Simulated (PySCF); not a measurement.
Work out the structure from these simulated measurements.

Elements present: C, H and Si. Monoisotopic mass: 118.0634 u.

* Triplet: lowest triplet excitation (Tamm–Dancoff): 6.14 eV [TDA wB97X-D/def2-SVPD]
* NMR, other nuclei: isotropic shieldings of nuclei other than C and H, by class: 370 (1 Si), 422 (1 Si) ppm [GIAO PBE0/pcSseg-1]
* Dipole: 0.91 D [wB97X-D/def2-SVPD]
* 13C NMR: chemical shifts (computed TMS as zero) by class: -1.4 (3 C), -11.1 (1 C) ppm [GIAO PBE0/pcSseg-1]
* 1H NMR: chemical shifts (computed TMS as zero) by class: 3.69 (2 H), 0.16 (3 H), 0.14 (9 H) ppm [GIAO PBE0/pcSseg-1]
* Polarisability: 106.9 au [wB97X-D/def2-SVPD]
* Valence photoelectron: vertical ionisation energy: 9.11 eV [ΔSCF wB97X-D/def2-SVPD]
* Rotational structure: rotational constants A, B, C: 2.657, 1.334, 1.267 GHz [PBE0-D3(BJ)/def2-SVP]
* XPS: Si2p3/2 105.6, Si2p3/2 105.8, C1s 289.8 (×3), C1s 290.0, Si1s 1845.4, Si1s 1845.5 eV [ΔSCF SCAN, pcX-2 on the ionised atom, pcseg-1 elsewhere, spin-free X2C, 2p3/2 from a spin–orbit splitting computed afterwards within the 2p shell]

The electronic properties come from PySCF, for the isolated species, density fitting. Levels stand in brackets. Isolated species at its PBE0-D3(BJ)/def2-SVP geometry, gas phase. Each NMR value is the plain mean over a class of atoms that symmetry, rotation or inversion makes alike.

**Question.** Which formula fits the mass and the elements?

**Answer.** C4H14Si2 (calculated 118.0634). No other formula that holds each of these elements comes within 0.0003 u with a fitting electron parity and a possible valence count.

**Question.** Give a SMILES that accounts for the data.

**Answer.** 4 carbons fall into 2 classes; from least to most shielded: carbon bonded to Si and 3 H (-1.4 ppm, 3 C), carbon bonded to Si and 3 H (-11.1 ppm). Hydrogen classes from least to most shielded: 2 H on a silicon bonded to C, Si and 2 H (3.69 ppm), 3 H on a carbon bonded to Si and 3 H (0.16 ppm), 9 H on 3 like atoms (carbon bonded to Si and 3 H) (0.14 ppm). The other shieldings belong to: 370 ppm, silicon bonded to 3 C and Si; 422 ppm, silicon bonded to C, Si and 2 H. The core levels belong to: Si2p3/2 105.6 eV, silicon bonded to 3 C and Si; Si2p3/2 105.8 eV, silicon bonded to C, Si and 2 H; C1s 289.8 eV, carbon bonded to Si and 3 H; C1s 290.0 eV, carbon bonded to Si and 3 H; Si1s 1845.4 eV, silicon bonded to 3 C and Si; Si1s 1845.5 eV, silicon bonded to C, Si and 2 H. One atom of each topological class was ionised and stands for its class. By its constants the optimised geometry is an asymmetric top. Structure: `[H][Si]([H])(C)[Si](C)(C)C` (SiH2Me(SiMe3)). The assignments are read from this structure; whether some other isomer fits the data as well wasn't checked.
